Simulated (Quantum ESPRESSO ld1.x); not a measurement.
These are the eigenvalues of the occupied orbitals of an atom or ion with whole-number occupations (hartree). Method: scalar-relativistic Kohn-Sham, LDA (Slater exchange, Perdew-Zunger correlation), spin-unpolarised, spherical densities, point nucleus; computed with ld1.x of Quantum ESPRESSO 7.5.

| orbital | eigenvalue |
|---|---|
| 1s | -4.80661 |

Which element is it, and in what charge state? The configuration may be excited.

Answer. Z = 4, beryllium, charge +2: Be2+ in [He]. The 1s level, -4.8066 hartree, gives Z - s = 3.1 by -(Z - s)^2/2, which with screening and relativity narrows Z to a few neighbours, and the depths must fix Z and the occupations together.
